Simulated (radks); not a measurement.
The numbers below are computed, except where a source is named.
Q: Gd, configuration [Xe] 4f7 5d1 6s1.5 6p0.5 (fractional occupations, a model configuration). Code: a radial shooting solver on a logarithmic mesh with Libxc functionals. Model: Dirac Kohn-Sham, PBE, spin-unpolarised, spherical densities, finite nucleus; open shells fill j = l - 1/2 first; Fermi nuclear charge, rms radius 5.1569 fm. Some entries of the table are withheld. Estimate them.

| orbital | occ. | eigenvalue (hartree) | <r^2> (bohr^2) |
|---|---|---|---|
| 1s1/2 | 2 | -1839.024 | 0.0006550 |
| 2s1/2 | 2 | -303.5024 | 0.01022 |
| 2p1/2 | 2 | -288.2088 | 0.007417 |
| 2p3/2 | 4 | -262.6372 | 0.008652 |
| 3s1/2 | 2 | -67.28326 | 0.06815 |
| 3p1/2 | 2 | -60.65105 | 0.06349 |
| 3p3/2 | 4 | -55.40567 | 0.07056 |
| 3d3/2 | 4 | -43.94705 | 0.05634 |
| 3d5/2 | 6 | -42.80429 | 0.05831 |
| 4s1/2 | 2 | -13.56003 | 0.3452 |
| 4p1/2 | 2 | -10.97726 | 0.3632 |
| 4p3/2 | 4 | -9.81039 | 0.4018 |
| 4d3/2 | 4 | (1) | 0.4609 |
| 4d5/2 | 6 | (2) | 0.4761 |
| 5s1/2 | 2 | (3) | 2.002 |
| 5p1/2 | 2 | -1.13098 | 2.542 |
| 5p3/2 | 4 | -0.97144 | 2.881 |
| 4f5/2 | 6 | -0.34561 | 0.9785 |
| 4f7/2 | 1 | -0.31797 | 1.012 |
| 6s1/2 | 1.5 | -0.16272 | 17.86 |
| 5d3/2 | 1 | -0.11382 | (4) |
| 5d5/2 | 0 | -0.10375 | (5) |
| 6p1/2 | 0.5 | -0.06471 | 32.51 |
| 6p3/2 | 0 | -0.05560 | 37.09 |

A: 
(1) 4d3/2 eigenvalue (hartree): -5.55418
(2) 4d5/2 eigenvalue (hartree): -5.34326
(3) 5s1/2 eigenvalue (hartree): -1.84056
(4) 5d3/2 <r^2> (bohr^2): 9.307
(5) 5d5/2 <r^2> (bohr^2): 10.03
